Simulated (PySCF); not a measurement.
Computed shifts of a molecule C8H6, HF/pcSseg-1 in PySCF, GIAO, gas phase, equivalent atoms averaged, in ppm (number of nuclei): ¹³C: 155.5 (2), 145.0 (2), 142.4 (2), 138.5 (2). ¹H: 5.92 (2), 5.68 (2), 5.59 (2). References: ¹³C against TMS (σ = 192.6 ppm); ¹H against TMS (σ = 31.99 ppm), references at their B3LYP-D3(BJ)/def2-TZVP geometries, non-relativistic. Coordinates come from a ωB97X-D3(BJ)/def2-SVP optimisation. Other conformers were not sampled.

Question: Pick the molecule that these values belong to.
A. C1=CC2=CC=CC2=C1
B. C#CCC(C#C)C#C
C. C#CC=C=CCC#C
D. C#CCC#CC=C=C

Answer: A, C1=CC2=CC=CC2=C1
